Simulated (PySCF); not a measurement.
## Computed vibrations of PrOF

PrOF (singlet in the valence; each metal's 4f electrons, 2 of them, lie in its core potential, out of spins and levels). PySCF 2.14.0, RKS PBE0, Pr lcecp-1-SVP with ECP48, O def2-SVP, F def2-SVP; non-relativistic Hamiltonian with scalar-relativistic core potentials where named; density fitting; no spin-orbit coupling. Central differences of gradients.

```xyz
3

Pr    0.0500    0.0000   -0.2283
O     1.5755    0.0000    0.8736
F    -1.6971    0.0000    0.9578
```

Run from Python with OMP_NUM_THREADS=2. Where DIIS fails, smearing, a level shift and second-order steps follow.
It took 17 s on 2 threads of Arm Neoverse V1, on a shared host.

Problem. What are the harmonic wavenumbers and infrared intensities?

Solution. Modes are labelled in Cs; negative numbers are unstable modes, those under 60 cm⁻¹ near the noise; a finer grid moves soft modes by up to 10 cm⁻¹.
```json
{"cm⁻¹": "169", "km/mol": "21.6", "symmetry": "a'"}
{"cm⁻¹": "540", "km/mol": "128.6", "symmetry": "a'"}
{"cm⁻¹": "816", "km/mol": "189.4", "symmetry": "a'"}
```

Problem. Is this a minimum?

Solution. Yes. Ideal gas at 298.15 K and 1 bar: S = 298.5 J/(mol K), Cp = 48.6 J/(mol K), H − H(0 K) = 12.2 kJ/mol (rigid rotor, harmonic modes, spin degeneracy alone, that of the 4f electrons in the core included).

An lcecp potential fixes the number of 4f electrons, so in runs with it no electron can move into or out of that shell.
